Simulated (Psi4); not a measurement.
C₄H₅Cl (SMILES C=C=C(C)Cl), singlet, at a GFN2-xTB geometry; MP4/def2-SVP run with Psi4.

Psi4 was given this input:
```
memory 2 GB

molecule mol {
0 1
C     2.398750   -0.435344    0.391490
C     1.111252   -0.314258    0.322336
C    -0.175696   -0.181492    0.238519
C    -1.196903   -0.828416    1.114013
Cl   -0.846145    0.853260   -1.014258
H     2.926042   -1.209099   -0.144728
H     2.999324    0.223512    0.999343
H    -1.865042   -1.445609    0.515286
H    -1.794597   -0.068466    1.615061
H    -0.705679   -1.448699    1.859269
}

set {
  basis def2-svp
  reference rhf
  freeze_core true
}

energy('mp4')
print_variables()
```

What the program printed (banner, timings and long lists left out):

```
   => Loading Basis Set <=

    Name: DEF2-SVP
    Role: ORBITAL
    Keyword: BASIS

         ---------------------------------------------------------
                                   SCF
               by Justin Turney, Rob Parrish, Andy Simmonett
                          and Daniel G. A. Smith
                              RHF Reference
         ---------------------------------------------------------

  ==> Geometry <==

    Molecular point group: c1
    Full point group: C1

    Geometry (in Angstrom), charge = 0, multiplicity = 1:

       Center              X                  Y                   Z               Mass
    ------------   -----------------  -----------------  -----------------  -----------------
         C            2.425652429584    -0.489249865168     0.457268188088    12.000000000000
         C            1.138154429584    -0.368163865168     0.388114188088    12.000000000000
         C           -0.148793570416    -0.235397865168     0.304297188088    12.000000000000
         C           -1.170000570416    -0.882321865168     1.179791188088    12.000000000000
         CL          -0.819242570416     0.799354134832    -0.948479811912    34.968852682000
         H            2.952944429584    -1.263004865168    -0.078949811912     1.007825032230
         H            3.026226429584     0.169606134832     1.065121188088     1.007825032230
         H           -1.838139570416    -1.499514865168     0.581064188088     1.007825032230
         H           -1.767694570416    -0.122371865168     1.680839188088     1.007825032230
         H           -0.678776570416    -1.502604865168     1.925047188088     1.007825032230

  Running in c1 symmetry.

  Rotational constants: A =      0.20136  B =      0.09600  C =      0.06669 [cm^-1]
  Rotational constants: A =   6036.56024  B =   2878.04947  C =   1999.21181 [MHz]
  Nuclear repulsion =  193.156433173748042

  Charge       = 0
  Multiplicity = 1
  Electrons    = 46
  Nalpha       = 23
  Nbeta        = 23

  ==> Algorithm <==

  SCF Algorithm Type is PK.
  DIIS enabled.
  MOM disabled.
  Fractional occupation disabled.
  Guess Type is SAD.
  Energy threshold   = 1.00e-08
  Density threshold  = 1.00e-08
  Integral threshold = 1.00e-12

  ==> Primary Basis <==

  Basis Set: DEF2-SVP
    Blend: DEF2-SVP
    Number of shells: 47
    Number of basis functions: 99
    Number of Cartesian functions: 104
    Spherical Harmonics?: true
    Max angular momentum: 2

  ==> Integral Setup <==

  Using in-core PK algorithm.
   Calculation information:
      Number of atoms:                  10
      Number of AO shells:              47
      Number of primitives:             91
      Number of atomic orbitals:       104
      Number of basis functions:        99

      Integral cutoff                 1.00e-12
      Number of threads:                 1

  Performing in-core PK
  Using 24507450 doubles for integral storage.
  We computed 558262 shell quartets total.
  Whereas there are 636756 unique shell quartets.

  ==> DiskJK: Disk-Based J/K Matrices <==

    J tasked:                  Yes
    K tasked:                  Yes
    wK tasked:                  No
    Schwarz Cutoff:          1E-12

  Minimum eigenvalue in the overlap matrix is 9.1838357344E-04.
  Reciprocal condition number of the overlap matrix is 1.6708258222E-04.
    Using symmetric orthogonalization.

  ==> Pre-Iterations <==

  SCF Guess: Superposition of Atomic Densities via on-the-fly atomic UHF (no occupation information).

   -------------------------
    Irrep   Nso     Nmo
   -------------------------
     A         99      99
   -------------------------
    Total      99      99
   -------------------------

  ==> Iterations <==

                        Total Energy        Delta E     RMS |[F,P]|

   @RHF iter SAD:  -612.90185015088400   -6.12902e+02   0.00000e+00
   @RHF iter   1:  -613.45832728451148   -5.56477e-01   3.68376e-03 ADIIS/DIIS
[...]
  @RHF Final Energy:  -613.55565551493942
    Total Energy =                       -613.5556555149394171
[...]
        *                                                        *
        **********************************************************

        CC integral sort will use                    391.91 mb

        Number of (ab|cd) temporary files:                2
        Number of (ab|ci) temporary files:                3
        Starting temporary file number:                 270

        *****************************************************
        *                                                   *
        *                        MP4                        *
        *                  Eugene DePrince                  *
        *                                                   *
        *****************************************************

  ==> Input parameters <==

        Freeze core orbitals?                 yes
        Use frozen natural orbitals?           no
        r_convergence:                  1.000e-07
        e_convergence:                  1.000e-06
        Number of DIIS vectors:                 8
        Number of frozen core orbitals:         9
        Number of active occupied orbitals:    14
        Number of active virtual orbitals:     76
        Number of frozen virtual orbitals:      0

  ==> Memory <==

        minimum memory requirements for QCISD =        26.03 mb
        (T) algorithm:                                 18.98 mb (low-memory)
        memory requirements for QCISD(T) =             18.98 mb

  ==> Define tiling <==

        v(ab,cd) diagrams will be evaluated in   1 blocks.
        v(ab,ci) diagrams will be evaluated in   1 blocks over ov2.
        v(ab,ci) diagrams will be evaluated in   1 blocks over ov.

  Allocate cpu memory (    91.35 mb).....done.
  Initialize cpu memory..................done.

  ==> MP4(SDQ) <==

        OS MP2 correlation energy:            -0.500182348975
        SS MP2 correlation energy:            -0.164235723269
        MP2 correlation energy:               -0.664418072245
      * MP2 total energy:                   -614.220073587184

        OS MP2.5 correlation energy:          -0.525555772525
        SS MP2.5 correlation energy:          -0.160114276328
        MP2.5 correlation energy:             -0.685670048853
      * MP2.5 total energy:                 -614.241325563793

        OS MP3 correlation energy:            -0.550929196075
        SS MP3 correlation energy:            -0.155992829387
        MP3 correlation energy:               -0.706922025462
      * MP3 total energy:                   -614.262577540401

        OS MP4(SDQ) correlation energy:       -0.561739784940
        SS MP4(SDQ) correlation energy:       -0.143495977636
        MP4(SDQ) correlation energy:          -0.714341171281
      * MP4(SDQ) total energy:              -614.269996686221

        ==> Resort (ov|vv) integrals for low-memory (T) computation <==

        *******************************************************
        *                                                     *
        *                       MP4(T)                        *
        *                                                     *
        *******************************************************

        Using low-memory algorithm.

        num_threads:                      1
        memory requirements:       18.98 mb

        Number of abc combinations: 76076

        Computing (T) correction...

        % complete  total time
              10.0
              20.0
              30.0
              40.0
              50.0
              60.0
              70.0
              80.0
              90.0

        MP4(T) correlation energy:              -0.024881971526

        MP4(SDTQ) correlation energy:           -0.739223142807
      * MP4(SDTQ) total energy:               -614.294878657747

  Variable Map:
  ----------------------------------------------------------------------------
[...]
  Array Variable Map:
  ----------------------------------------------------------------------------
[...]
[...]
```
